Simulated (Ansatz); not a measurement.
Task: Name a neutral molecule of C, Cl, F, Ti and H with size of the dipole moment (PBE/def2-TZVPP) between 1.40 and 1.70 D and LUMO energy (B3LYP/def2-TZVPP) between -4.05 and -3.75 eV (Ansatz, PBE0-D4/def2-TZVP geometry).

Result: `C#[C][Ti]([F])([F])[Cl]` (1.65 D, -3.78 eV). Other molecules can fit too; these were computed, each in one conformer that needn't be the lowest.

B3LYP here is the variant with VWN-RPA as its local correlation; programs differ in this.
